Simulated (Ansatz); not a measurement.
**Abstraction of H: C2H3ClGe + GaH(CH3) → GeH2(CC)Cl + GaH2(CH3)**

Species: C2H3ClGe `C#[C][GeH2][Cl]`, singlet; GaH(CH3), doublet; GeH2(CC)Cl, doublet; GaH2(CH3), singlet. A radical takes H: the energy is the difference in strength between the C–H bond broken and the Ga–H bond made.

Shapes, held fixed at every level: PBE0-D4/def2-TZVP. Programs: Ansatz 0.2.0. Electronic energies: no zero-point or thermal term.

**Question.** Estimate ΔE of this reaction.

**Answer.** B2PLYP/def2-TZVPP gives ΔE = +231.5 kJ/mol; the levels span +169.7 to +243.3. The median of the levels is +218.6. No measured value is set beside it here. Spin contamination: GeH2(CC)Cl (⟨S²⟩ up to 1.16). Open shells run unrestricted. Relativity is left out for Ga, Ge. Outer-core shells of Ga, Ge are correlated, in sets that cover them unevenly. Times are processor times on shared x86 and Arm servers, and rough.

| level | kind | ΔE (kJ/mol) | CPU time (sum over the molecules) |
| --- | --- | --- | --- |
| HF/def2-SVP | Hartree–Fock | +169.7 | – |
| HF/def2-TZVPP | Hartree–Fock | +176.8 | – |
| SPW92/def2-TZVPP | LDA | +243.3 | 22 s |
| r2SCAN-D4/def2-TZVPP | meta-GGA | +218.4 | 58 s |
| r2SCAN0-D4/def2-TZVPP | global hybrid | +218.6 | 82 s |
| wB97M-V/def2-TZVPP | range-separated hybrid | +236.0 | 3.4 min |
| B2PLYP/def2-TZVPP | double hybrid | +231.5 | 91 s |
